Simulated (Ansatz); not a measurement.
Consider the ligand exchange at the Sn–O bond: `[OH][SnH3]` + `[SiH3]S` → `[SiH3][S][SnH3]` + H₂O.

Gas-phase electronic energies from Ansatz, PBE0-D4/def2-TZVP geometries. CBS: MP2 limit from def2 TZ/QZ plus the TZ coupled-cluster correction, frozen cores. This one scheme is used for every species. DFT in def2-TZVPP. HSE06 is defined as in plane-wave codes. Elements past krypton have def2 core potentials. For Sn outer-core shells are correlated without core-valence functions, which leaves a few kJ/mol of doubt a bond.

`[OH][SnH3]`:

Cartesian coordinates in Å:
```
O -0.282 -0.382 1.424
Sn -0.086 0.175 -0.455
H 0.523 -0.744 1.798
H 0.361 -1.191 -1.380
H 1.117 1.386 -0.539
H -1.632 0.756 -0.848
```

`[SiH3]S`:

```xyz
6

Si   -0.479    0.023   -0.221
S     1.560    0.570    0.110
H    -0.601   -1.384   -0.679
H    -0.952    0.943   -1.282
H    -1.298    0.199    1.006
H     1.769   -0.351    1.066
```

`[SiH3][S][SnH3]`:

```xyz
9

Si   -0.851    0.985    1.115
S     1.185    0.414    0.877
Sn    0.944   -0.974   -1.076
H    -1.354    1.713   -0.080
H    -0.910    1.874    2.302
H    -1.724   -0.199    1.334
H     2.514   -1.531   -1.419
H     0.315   -0.025   -2.345
H    -0.118   -2.256   -0.706
```

H₂O:

Cartesian coordinates in Å:
```
O -0.098 -0.261 0.271
H 0.365 -0.421 -0.554
H -0.267 0.683 0.283
```

Q: Is it downhill or uphill in electronic energy at CCSD(T)/CBS, and by how much? (Estimate.)

A: The calculation gave: Downhill: ΔE = -0.61 eV.

Q: What do these levels give: revPBE-D4, r2SCAN0-D4, HSE06, RPA@PBE/def2-TZVPP, HF/def2-SVP, MP2/def2-TZVPP? (Best estimate.)

A: Ansatz gave: revPBE-D4 -0.57, r2SCAN0-D4 -0.60, HSE06 -0.58, RPA@PBE/def2-TZVPP -0.48, HF/def2-SVP -0.55, MP2/def2-TZVPP -0.61 eV.

Largest T1 diagnostic among the species: 0.014.

From PBE to PBE0 (25 % exact exchange), in def2-TZVPP and without D4, ΔE moves by −0.06 eV. At CCSD(T), def2-SVP lies +0.08 eV from the extrapolated value and def2-TZVPP +0.06 eV. In def2-TZVPP, CCSD(T) changes the Hartree–Fock value by −0.09 eV (the triples alone add −0.02 eV) and MP2 by −0.15 eV.
